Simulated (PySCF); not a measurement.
The PySCF input:
```python
from pyscf import gto, scf

mol = gto.Mole()
mol.atom = '''
    F     1.07813154   -0.19995670   -0.02261617
    N    -0.01351672   -0.03941523    0.58190780
    F    -0.40660669    1.14416451   -0.12678489
    F    -0.79055728   -0.90412377   -0.26111192
'''
mol.basis = '6-31g'
mol.verbose = 4
mol.build()

mf = scf.RHF(mol)
mf.kernel()
g = mf.nuc_grad_method()
grad = g.kernel()
```

What does this run give for the Mulliken (on the basis functions themselves) charges in atom order, number of basis functions, HOMO-LUMO gap?


```
Property                                                                                            Value
------------------------------------------------------------------  -------------------------------------
Mulliken (on the basis functions themselves) charges in atom order  F1 -0.24, N2 0.80, F3 -0.28, F4 -0.28
number of basis functions                                                                              36
HOMO-LUMO gap                                                                                    19.93 eV
```
